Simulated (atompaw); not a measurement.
# u(r) = r·R(r): atom against pseudo-atom (Se)

Columns: radius, all-electron u(r) and pseudo u(r) of the 3p shell (level -154.61 eV) of selenium in the configuration [Ne] 3s2 3p6 3d10 4s1 4p5; PBE, scalar-relativistic, PAW (atompaw) scheme, atompaw 4.2.0.5.

| r (bohr) | all-electron | pseudo |
| --- | --- | --- |
| 0.046 | -0.4340 | 0.0382 |
| 0.092 | -0.7485 | 0.1481 |
| 0.138 | -0.6491 | 0.3171 |
| 0.185 | -0.2823 | 0.5304 |
| 0.231 | 0.1610 | 0.7558 |
| 0.277 | 0.5777 | 0.9738 |
| 0.323 | 0.9161 | 1.1640 |
| 0.369 | 1.1606 | 1.3110 |
| 0.415 | 1.3153 | 1.4066 |
| 0.462 | 1.3946 | 1.4499 |
| 0.508 | 1.4117 | 1.4446 |
| 0.554 | 1.3846 | 1.4019 |
| 0.600 | 1.3266 | 1.3335 |
| 0.646 | 1.2487 | 1.2501 |
| 0.692 | 1.1592 | 1.1592 |
| 0.738 | 1.0643 | 1.0643 |
| 0.785 | 0.9663 | 0.9663 |
| 0.831 | 0.8726 | 0.8726 |
| 0.877 | 0.7832 | 0.7832 |
| 0.923 | 0.6993 | 0.6993 |
| 0.969 | 0.6217 | 0.6217 |
| 1.015 | 0.5506 | 0.5506 |
| 1.062 | 0.4847 | 0.4847 |
| 1.108 | 0.4267 | 0.4267 |
| 1.154 | 0.3747 | 0.3747 |
| 1.200 | 0.3283 | 0.3283 |

How many radial nodes do the two functions have?

The all-electron 3p function has n − l − 1 = 1; the pseudo-wave has 0, since the states of the same l below it are removed with the core.

At about which radius was the pseudo-wave matched?

0.70 bohr, where the columns begin to agree (steps of 0.05 bohr).

Where does each function peak?

Outermost all-electron maximum near 0.51 bohr, pseudo maximum near 0.46 bohr (to the table’s step).

Is the pseudo-wave norm-conserving?

No, it belongs to a PAW set: the norm inside the radius is not constrained, and the difference is carried by the augmentation charge.
